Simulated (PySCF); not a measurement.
methyl ethyl ether (C$_{3}$H$_{8}$O), singlet, geometry from GFN2-xTB. Base run: PySCF with SVWN5/def2-SVP.

Here is a job for PySCF.
```python
from pyscf import gto, scf, dft

mol = gto.M(
    atom='''
O     0.022172   -0.706372   -0.008918
C    -0.001910    0.703791    0.009063
C     1.319408   -1.235776   -0.004276
C    -1.449207    1.167504    0.002248
H     0.515371    1.075025    0.908962
H     0.531117    1.097999   -0.871671
H     1.215575   -2.318745   -0.019167
H     1.887160   -0.910900   -0.886220
H     1.871403   -0.933890    0.895656
H    -1.949854    0.799068   -0.888595
H    -1.965443    0.776323    0.874298
H    -1.492447    2.252984    0.015870
''',
    basis='def2-svp',
    charge=0,
    spin=0,
    verbose=4,
)

mf = dft.RKS(mol)
mf.xc = 'lda,vwn'
mf.kernel()
mf.analyze()
```

Variants of this job, named by their change:

```tsv
change	ΔE vs base (mEh)	fitting functions	dipole (D)
base	0.000	-	1.07
auxbasis = cc-pvtz-jkfit	-0.099	556	1.07
auxbasis = even-tempered beta=2.0	-0.032	676	1.07
auxbasis = def2-svp-ri	?	?	1.07
auxbasis = even-tempered beta=3.0	-0.342	471	1.07
auxbasis = autoaux	-0.075	644	1.07
auxbasis = even-tempered beta=1.6	-0.003	1016	1.07
auxbasis = def2-tzvp-ri	-0.343	424	1.07
auxbasis = def2-universal-jfit	-0.272	284	1.07
auxbasis = cc-pvtz-ri	-0.309	564	1.07
```

Q: Some entries are withheld; supply them.

A: 
- auxbasis = def2-svp-ri, ΔE vs base (mEh): -10.521
- auxbasis = def2-svp-ri, fitting functions: 304

A fitting set is made for a task (jfit for Coulomb, jkfit for Coulomb and exchange, ri for correlation) and for a family of orbital bases.
